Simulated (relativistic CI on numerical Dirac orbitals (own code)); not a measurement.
# Electric-dipole lines of Eu XIII

These numbers are calculated, not measured: Dirac-Coulomb-Breit CI, KLI orbitals optimised for each configuration, QED by a radiative potential, unscaled Slater integrals (own radial code, finite nucleus).

Configuration list (outside the closed core [Kr] 4d10): 4f³5s², 4f⁵, 4f⁴5s, 4f²5s²5p, 4f³5s5p, 4f²5s5p², 4f5s²5p5d, 4f²5s²5d, 4f5s²5p6s, 4f⁴6s, 4f²5s²6s, 4f5s²5p², 5s²5p³, 4f5s5p³, 5s²5p²5d, 5s²5p²6s. Double excitations out of closed p, d and f shells are left out; levels of such configurations are missing from the list, as are those of other unlisted configurations, and high levels can miss mixing partners.

| λ vac (nm) | Lower | Upper | A (s⁻¹) | log gf | S velocity/length |
| --- | --- | --- | --- | --- | --- |
| 61.700 | 4f³5s² ⁴I°9/2 [1] | 4f³5s5p ⁶I7/2 [200] | 4.45e+08 | -0.69 | 0.50 |
| 64.182 | 4f³5s² ⁴I°9/2 [1] | 4f⁴5s ⁴H7/2 [191] | 2.48e+05 | -3.91 | 1.77 |
| 64.684 | 4f³5s² ⁴I°11/2 [2] | 4f⁴5s ⁴H13/2 [196] | 2.04e+06 | -2.75 | 0.44 |
| 64.778 | 4f³5s² ⁴I°9/2 [1] | 4f⁴5s ⁴K11/2 [182] | 7.17e+06 | -2.27 | 0.36 |
| 65.017 | 4f³5s² ⁴I°11/2 [2] | 4f³5s5p ⁶K13/2 [194] | 8.53e+07 | -1.12 | 0.49 |
| 65.565 | 4f³5s² ⁴I°9/2 [1] | 4f³5s5p ⁶K11/2 [178] | 6.07e+07 | -1.33 | 0.53 |
| 66.258 | 4f³5s² ⁴I°11/2 [2] | 4f⁴5s ⁴K13/2 [183] | 9.84e+06 | -2.04 | 0.73 |
| 66.387 | 4f³5s² ⁴I°11/2 [2] | 4f⁴5s ⁴K11/2 [182] | 4.83e+05 | -3.42 | 0.72 |
| 67.214 | 4f³5s² ⁴I°11/2 [2] | 4f³5s5p ⁶K11/2 [178] | 1.31e+07 | -1.97 | 0.74 |
| 67.225 | 4f³5s² ⁴I°9/2 [1] | 4f⁴5s ⁴G9/2 [168] | 1.50e+06 | -2.99 | 0.58 |
| 67.365 | 4f³5s² ⁴I°9/2 [1] | 4f³5s5p ⁶K9/2 [166] | 6.53e+07 | -1.35 | 0.66 |
| 67.648 | 4f³5s² ⁴I°13/2 [3] | 4f⁴5s ⁴K15/2 [188] | 4.44e+06 | -2.31 | 0.95 |
| 68.019 | 4f³5s² ⁴I°13/2 [3] | 4f⁴5s ⁴K13/2 [183] | 3.34e+05 | -3.49 | 1.04 |
| 68.155 | 4f³5s² ⁴I°13/2 [3] | 4f⁴5s ⁴K11/2 [182] | 2.11e+06 | -2.75 | 0.50 |
| 68.166 | 4f³5s² ⁴I°15/2 [4] | 4f⁴5s ⁴H13/2 [196] | 2.19e+05 | -3.67 | 0.92 |
| 68.536 | 4f³5s² ⁴I°15/2 [4] | 4f³5s5p ⁶K13/2 [194] | 1.10e+07 | -1.97 | 0.51 |
| 68.617 | 4f³5s² ⁴I°9/2 [1] | 4f⁴5s ²H9/2 [160] | 2.35e+05 | -3.78 | 1.08 |
| 68.960 | 4f³5s² ⁴I°11/2 [2] | 4f⁴5s ⁴G9/2 [168] | 5.18e+05 | -3.43 | 0.68 |
| 69.027 | 4f³5s² ⁴I°13/2 [3] | 4f³5s5p ⁶K11/2 [178] | 1.49e+07 | -1.89 | 0.53 |
| 69.107 | 4f³5s² ⁴I°11/2 [2] | 4f³5s5p ⁶K9/2 [166] | 1.40e+07 | -2.00 | 0.54 |
| 69.392 | 4f³5s² ⁴I°15/2 [4] | 4f⁴5s ⁴K17/2 [190] | 3.29e+06 | -2.37 | 1.12 |
| 69.917 | 4f³5s² ⁴I°15/2 [4] | 4f⁴5s ⁴K13/2 [183] | 5.69e+05 | -3.23 | 0.56 |
| 71.769 | 4f³5s² ²H°9/2 [6] | 4f³5s5p ⁶I7/2 [200] | 1.12e+06 | -3.16 | 0.48 |
| 78.813 | 4f³5s² ⁴F°9/2 [10] | 4f⁴5s ⁴D7/2 [187] | 4.93e+05 | -3.43 | 2.40 |
| 80.638 | 4f³5s² ⁴F°5/2 [7] | 4f⁴5s ⁴G7/2 [167] | 2.80e+05 | -3.66 | 2.34 |
| 81.210 | 4f³5s² ⁴F°9/2 [10] | 4f⁴5s ²F7/2 [175] | 2.98e+05 | -3.63 | 1.93 |
| 81.662 | 4f³5s² ⁴F°7/2 [9] | 4f⁴5s ⁴G9/2 [168] | 2.95e+05 | -3.53 | 2.18 |
| 81.697 | 4f³5s² ⁴F°9/2 [10] | 4f⁴5s ⁴G11/2 [173] | 2.71e+05 | -3.49 | 2.11 |
| 90.110 | 4f³5s² ²H°11/2 [11] | 4f⁴5s ⁴H13/2 [148] | 2.32e+05 | -3.40 | 2.35 |
| 94.121 | 4f³5s² ⁴F°3/2 [5] | 4f⁴5s ⁴G5/2 [110] | 3.31e+05 | -3.58 | 3.52 |

Terms are leading LS components. Brackets give the number of a level in order of energy, since labels repeat. The list gives strong lines, with weight on those to low levels, among the lowest 200 of 1949 levels, so that lines to higher ones, which can be the strongest, are missing. Levels whose partners in the same complex of configurations lie outside the list can be far off, and so can their lines. Rates are taken at the computed energies, electric ones in the length gauge. A velocity-to-length ratio far from 1 marks an uncertain rate.

At this charge transitions that keep the count of f electrons are usually good to a few per cent. Terms inside the open d or f shell come out 10 to 20 % too wide with unscaled integrals. Levels and lines within the n = 5 or 6 shells can be off by up to 10 % or somewhat more, and those that change n by about 2 %, since core polarisation is missing. Levels that differ in their count of f electrons can be misplaced by several ten thousand cm⁻¹, since the correlation energy of f electrons is missing or only estimated; rates across such gaps can be off by orders of magnitude.

LS names give the leading component of a level, which can be under half, so a name can repeat, a term be missing and a line seem to break the LS rules.
